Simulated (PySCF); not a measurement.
SbCl2, SMILES [Cl][Sb+][Cl] (connectivity only; charge and spin as stated), charge +1, multiplicity 1. Atoms are numbered in the order given.

```xyz
3

Sb     0.0000     0.0000     0.5789
Cl     0.0000     1.7057    -0.8684
Cl     0.0000    -1.7057    -0.8684
```
Charge +1, spin multiplicity 1.

The structure is a stationary point at ωB97X-D3(BJ)/def2-TZVP. The spin state was assumed, not searched. The isomer is the one that the SMILES or the coordinates give; other isomers of the formula were not compared. The def2 effective core potentials stand for the cores of Sb; spin–orbit coupling is left out.

Method: PBE0/def2-TZVPD in PySCF.

Computed frontier levels, gap, dipole moment and polarisability:
```
Item                                                               Value
------------------------------------------------  ----------------------
highest occupied level                                         -14.92 eV
lowest empty level                                             -10.18 eV
orbital gap                                                      4.74 eV
dipole moment about the centre of nuclear charge               0.427 e·Å
mean static polarisability                          57.0 bohr³ (8.45 Å³)
polarisability, principal values                  40.0, 55.6, 75.4 bohr³
```
